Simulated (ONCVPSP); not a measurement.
## Reading a pseudo-wave (Cu (Z = 29))

Columns: radius, all-electron u(r) and pseudo u(r) of the 3p shell (level -74.29 eV) of copper in the configuration [Ne] 3s2 3p6 3d10 4p1; PBE, scalar-relativistic, ONCV scheme, ONCVPSP 4.0.1.

| r (bohr) | all-electron | pseudo |
| --- | --- | --- |
| 0.078 | -0.5282 | 0.0539 |
| 0.155 | -0.6024 | 0.2017 |
| 0.232 | -0.1913 | 0.4157 |
| 0.310 | 0.3356 | 0.6595 |
| 0.388 | 0.7712 | 0.8890 |
| 0.465 | 1.0550 | 1.0687 |
| 0.542 | 1.2020 | 1.1823 |
| 0.620 | 1.2439 | 1.2258 |
| 0.698 | 1.2126 | 1.2055 |
| 0.775 | 1.1385 | 1.1391 |
| 0.852 | 1.0416 | 1.0445 |
| 0.930 | 0.9341 | 0.9360 |
| 1.008 | 0.8262 | 0.8266 |
| 1.085 | 0.7246 | 0.7244 |
| 1.162 | 0.6305 | 0.6304 |
| 1.240 | 0.5444 | 0.5443 |
| 1.318 | 0.4677 | 0.4677 |
| 1.395 | 0.4011 | 0.4010 |
| 1.472 | 0.3429 | 0.3429 |
| 1.550 | 0.2918 | 0.2917 |
| 1.628 | 0.2477 | 0.2477 |
| 1.705 | 0.2104 | 0.2104 |
| 1.782 | 0.1784 | 0.1784 |
| 1.860 | 0.1508 | 0.1508 |
| 1.938 | 0.1273 | 0.1272 |
| 2.015 | 0.1076 | 0.1075 |

Question: How many radial nodes do the two functions have?

Answer: The all-electron 3p function has n − l − 1 = 1; the pseudo-wave has 0, since the states of the same l below it are removed with the core.

Question: At about which radius was the pseudo-wave matched?

Answer: 1.10 bohr. The columns agree to 0.0005 from 1.01 bohr on; several derivatives are matched, so the curves merge somewhat inside the radius.

Question: Is the pseudo-wave norm-conserving?

Answer: Yes: the ONCV scheme keeps the norm inside the radius equal to the all-electron one, which fixes the energy derivative of the logarithmic derivative at the level.
